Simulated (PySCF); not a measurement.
This PySCF input asks for the NMR shieldings of `C(OC1=C(F)C[SiH2]C1)(F)(F)F`, C5H6F4OSi; the geometry comes from GFN2-xTB.

```python
import basis_set_exchange as bse
import numpy as np
from pyscf import gto, dft
from pyscf.prop import nmr

atoms = """
F     0.865164    1.032269    1.680710
C     0.006176    0.524151    0.771370
C     0.366738   -0.222528   -0.263138
O     1.653426   -0.642571   -0.643334
C     2.720077   -0.308270    0.057406
F     3.787478   -0.847169   -0.535128
F     2.718891   -0.762701    1.317668
F     2.949632    1.010021    0.120949
C    -0.694565   -0.718012   -1.191394
Si   -2.316300   -0.016366   -0.464522
C    -1.433753    0.852342    0.986893
H    -0.477318   -0.374067   -2.202219
H    -0.660567   -1.806509   -1.228225
H    -3.226667   -1.070821   -0.017133
H    -2.967431    0.928931   -1.371967
H    -1.740020    0.497308    1.971813
H    -1.557958    1.936021    1.000341
"""
names = dict.fromkeys(["F", "C", "O", "Si", "H"], "pcSseg-1")
basis = {el: gto.basis.parse(bse.get_basis(n, elements=[el], fmt="nwchem")) for el, n in names.items()}
mol = gto.M(atom=atoms, basis=basis, charge=0, verbose=0)
mf = dft.RKS(mol, xc="PBE0")
mf.grids.level = 2
mf.grids.alignment = dft.numint.BLKSIZE   # the property module wants whole blocks of grid points
mf.conv_tol = 1e-9
mf.kernel()

calc = nmr.RKS(mf)   # GIAO
C = mf.mo_coeff
Co = C[:, mf.mo_occ > 0]
resp = mf.gen_response(singlet=True, hermi=2)
def vind(x):   # induced exchange potential for any number of trial vectors
    d = np.einsum("pi,xij,qj->xpq", C, 2 * x.reshape(-1, C.shape[1], Co.shape[1]), Co, optimize=True)
    return np.einsum("xpq,pi,qj->xij", resp(d - d.transpose(0, 2, 1)), C, Co, optimize=True).ravel()
mo1, _ = nmr.rhf.solve_mo1(calc, with_cphf=vind)
sigma = calc.kernel(mo1)
for i, s in enumerate(sigma):   # ppm
    w = np.linalg.eigvalsh((s + s.T) / 2)
    print("%2d %-2s iso %8.1f  s11 %8.1f  s22 %8.1f  s33 %8.1f" % (i, mol.atom_pure_symbol(i), w.mean(), *w))
```

Task: What does it print?

Result: 
```
 0 F  iso    284.4  s11    192.5  s22    267.3  s33    393.5
 1 C  iso     37.2  s11    -28.4  s22     62.2  s33     77.8
 2 C  iso     54.0  s11    -17.0  s22     85.3  s33     93.5
 3 O  iso    169.1  s11    132.6  s22    178.3  s33    196.3
 4 C  iso     57.4  s11     54.6  s22     55.2  s33     62.5
 5 F  iso    244.2  s11    177.2  s22    196.8  s33    358.4
 6 F  iso    238.9  s11    161.0  s22    208.0  s33    347.5
 7 F  iso    238.7  s11    160.9  s22    207.9  s33    347.4
 8 C  iso    173.1  s11    151.6  s22    168.1  s33    199.5
 9 Si iso    400.2  s11    381.6  s22    399.3  s33    419.7
10 C  iso    172.6  s11    151.0  s22    167.5  s33    199.2
11 H  iso     29.7  s11     24.9  s22     27.9  s33     36.2
12 H  iso     29.6  s11     24.9  s22     27.8  s33     36.2
13 H  iso     27.3  s11     24.3  s22     24.5  s33     33.2
14 H  iso     27.3  s11     24.3  s22     24.5  s33     33.2
15 H  iso     29.5  s11     25.2  s22     27.2  s33     36.2
16 H  iso     29.5  s11     25.2  s22     27.2  s33     36.2
```

These numbers come from an equivalent density-fitted implementation of the same equations, which agrees with the script to about 0.01 ppm for H and up to a few tenths of a ppm for heavy atoms, so last digits may differ.

Task: Turn these shieldings into chemical shifts. Scale: ¹⁹F (σ = 170.95 ppm) against CFCl3; ¹³C (σ = 186.93 ppm), ²⁹Si (σ = 349.16 ppm), ¹H (σ = 31.72 ppm) against TMS; ¹⁷O (σ = 336.08 ppm) vs H2O (reference shieldings calculated alike).

Result: Averaging equivalent atoms: F 5/6/7: -69.6; F 0: -113.5; C 1: 149.7; C 2: 133.0; C 4: 129.5; C 10: 14.3; C 8: 13.9; O 3: 167.0; Si 9: -51.1; H 13/14: 4.40; H 15/16: 2.18; H 11/12: 2.07 ppm. Unscaled 19F shifts against computed CFCl3 carry errors that often reach 10 to 50 ppm. Experimental scales use liquid or dissolved standards, which lie at an offset from isolated H2O (liquid H2O: subtract about 36 ppm).

Size and cost of the density-fitted run: 224 basis functions, 40 s wall time on 1 thread of an AMD EPYC 7B13, shared host; peak memory 1 GiB.
